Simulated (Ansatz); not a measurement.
Consider the formal exchange of groups at the Si–O bond: `C[Si](C)(C)[O][Cu]` + `CC(C)C` → `C[SiH](C)C` + `CC(C)(C)[O][Cu]`.

Computed with Ansatz on PBE0-D4/def2-TZVP structures; ΔE is electronic, products minus reactants. CCSD(T)/CBS is the MP2 limit (def2-TZVPP, def2-QZVPP) plus CCSD(T) − MP2 in def2-TZVPP, frozen cores. DFT in def2-TZVPP. B3LYP here is the variant with VWN-RPA as its local correlation; programs differ in this. For Cu outer-core shells are correlated without core-valence functions, which leaves a few kJ/mol of doubt a bond. Scalar relativity is left out up to krypton. One conformer a species, not always the lowest.

```tsv
species	B3LYP energy (Eh)
`C[Si](C)(C)[O][Cu]`	-2125.22562
`CC(C)C`	-158.52490
`C[SiH](C)C`	-409.95171
`CC(C)(C)[O][Cu]`	-1873.72978
```

Problem. Work out ΔE.

Solution. ΔE = (-409.95171) + (-1873.72978) − (-2125.22562) − (-158.52490) = 0.06903 Eh = +181.2 kJ/mol. CCSD(T)/CBS gives +186.9 kJ/mol.

Problem. What do rigid-rotor, harmonic-oscillator terms from PBE0-D4/def2-TZVP frequencies (298.15 K, 1 bar) make of the CCSD(T)/CBS value? (An estimate is asked.)

Solution. Ansatz gave: ΔZPE = -7.5 kJ/mol, ΔH = +178.3 kJ/mol, ΔS = -15 J/(mol·K), ΔG = +182.6 kJ/mol. Modes under 50 cm⁻¹ make the entropy rough.

Largest T1 diagnostic among the species: 0.029, so the coupled-cluster value is less sure than usual.

Leaving LDA and LC-ωPBE aside and taking each functional with its dispersion term where it has one, the values, not all of them listed here, spread over 32.7 kJ/mol, from revPBE-D4 to BHLYP-D4. LDA lies −9.6 kJ/mol from PBE without D4. From PBE to PBE0 (25 % exact exchange), in def2-TZVPP and without D4, ΔE moves by +13.3 kJ/mol. In def2-TZVPP, CCSD(T) changes the Hartree–Fock value by −17.6 kJ/mol (the triples alone add −4.7 kJ/mol) and MP2 by −7.9 kJ/mol.
